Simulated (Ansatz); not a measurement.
Two structures of Si2H4SF2, singlet, reached by relaxing down either side of one saddle point (PBE0-D4/def2-TZVP). Energies are electronic, without zero-point energy. Program: Ansatz 0.2.0. Basis: def2-TZVPP and def2-QZVPP. Cores are frozen in the correlated methods. Extrapolation: Hartree–Fock as exp(−7.88 √X), correlation as X^−2.97. First:

```
9
angstrom
Si -0.7101 0.3425 0.6287
Si 0.9201 -1.0286 -0.3295
S -1.5919 1.7214 -0.7165
H -0.4038 2.2777 -1.0135
F -1.9290 -0.5115 1.1880
F -0.0736 1.1062 1.8717
H 1.9473 -0.1507 -0.9496
H 1.5556 -1.8913 0.6992
H 0.2854 -1.8657 -1.3784
```

Second:

```xyz
9
angstrom
Si -1.3301 0.0387 1.2730
Si 0.0443 -1.0138 -0.1202
S -0.8289 0.9621 -0.5409
H 2.0673 1.4793 -1.6955
F -2.8527 -0.3262 1.5001
F -0.8857 0.7721 2.6026
H 2.6704 1.1722 -2.0116
H 1.5168 -1.0032 0.0378
H -0.4014 -2.0812 -1.0453
```

Problem. Which bonds change from the first to the second?

Solution. Si₂H₄SF₂ ([F][Si]([F])([SiH3])[SH]) → Si₂H₂SF₂ ([F][Si]1([F])[SiH2][S]1) + H₂; bonds formed: Si2–S3, H4–H7; bonds broken: Si2–H7, S3–H4.

Problem. Give the saddle point's structure and its height above each. (To be estimated.)

Solution. Computed: 54.33 kcal/mol above the first and 34.51 kcal/mol above the second (CCSD(T) at an estimated basis limit (MP2 extrapolated from triple and quadruple zeta, plus CCSD(T) − MP2 in triple zeta)).
```json
{"atom": "Si1", "x (Å)": "-1.1245", "y (Å)": "0.3992", "z (Å)": "0.9037"}
{"atom": "Si2", "x (Å)": "0.4897", "y (Å)": "-0.8379", "z (Å)": "-0.2066"}
{"atom": "S3", "x (Å)": "-1.3082", "y (Å)": "1.4675", "z (Å)": "-0.7673"}
{"atom": "H4", "x (Å)": "1.0439", "y (Å)": "0.8204", "z (Å)": "-1.1184"}
{"atom": "F5", "x (Å)": "-2.3073", "y (Å)": "-0.5249", "z (Å)": "1.4231"}
{"atom": "F6", "x (Å)": "-0.5270", "y (Å)": "1.0305", "z (Å)": "2.2346"}
{"atom": "H7", "x (Å)": "1.7246", "y (Å)": "0.4313", "z (Å)": "-1.1454"}
{"atom": "H8", "x (Å)": "1.8868", "y (Å)": "-1.2491", "z (Å)": "0.1354"}
{"atom": "H9", "x (Å)": "0.1220", "y (Å)": "-1.5370", "z (Å)": "-1.4591"}
```

The search had been set up for a 1,2-elimination (forming Si2–H4, breaking Si1–Si2, S3–H4); from that guess it ended on this step instead.

T1 diagnostic: at most 0.017.

Labels in which every atom is bracketed show which atoms are joined, not bond orders.

For scale, one of the runs: CCSD(T)/def2-TZVPP, 244 basis functions, launched by `ansatz run in.yaml --threads 4 --pin off --events-out ev --progress --plain --max-ram 9574MiB`. The run took 2.3 min on 4 CPU threads of an Arm Neoverse V2 (shared host), with 4.6 GiB of host memory at its peak.
